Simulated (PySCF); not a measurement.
F3In, SMILES [F][In-]([F])[F], charge -1, multiplicity 2. Geometry optimised at B3LYP-D3(BJ)/def2-SVPD. The def2 effective core potentials stand for the cores of In; spin–orbit coupling is left out.

Q: Give the equilibrium geometry at B3LYP-D3(BJ)/def2-SVPD (PySCF confirms it by a frequency run) as bond lengths and angles, and its point group. (The exact figures need the calculation; the answer reports its results.)

A: point group C3v.
Atoms: In1 F2 F3 F4. Bonds (Å): In1–F2 2.065, In1–F3 2.065, In1–F4 2.065. Angles (°): F2–In1–F3 107.2, F2–In1–F4 107.2, F3–In1–F4 107.2.
Charge -1, spin multiplicity 2.
